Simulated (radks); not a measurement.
Q: These are the eigenvalues of the occupied orbitals of an atom or ion with whole-number occupations (hartree). Method: scalar-relativistic Kohn-Sham, exchange-only B88, spin-polarised, spherical densities, finite nucleus; Fermi nuclear charge, rms radius of each element as measured or else 0.836 A^(1/3) + 0.57 fm; computed with a radial shooting solver on a logarithmic mesh with Libxc functionals.

1s up: -1212.221
1s down: -1212.220
2s up: -187.2594
2s down: -187.2589
2p up: -168.0891
2p down: -168.0882
3s up: -37.75084
3s down: -37.74984
3p up: -31.53853
3p down: -31.53740
3d up: -22.22833
3d down: -22.22727
4s up: -6.59066
4s down: -6.58823
4p up: -4.64361
4p down: -4.64101
4d up: -1.80679
4d down: -1.80238
5s up: -0.61805
5s down: -0.59082
5p up: -0.24018
5p down: -0.21276

Which element is it, and in what charge state? The configuration may be excited. Open shells, if any, are filled with parallel spins first.

A: Z = 53, iodine, charge 0: I in [Kr] 4d10 5s2 5p5. The list shows which subshells hold electrons but not how many an open one holds; the 1s level, -1212.2 hartree, gives Z - s = 49.2 by -(Z - s)^2/2, which with screening and relativity narrows Z to a few neighbours, and the depths of the outer levels then fix element, charge and occupations together.
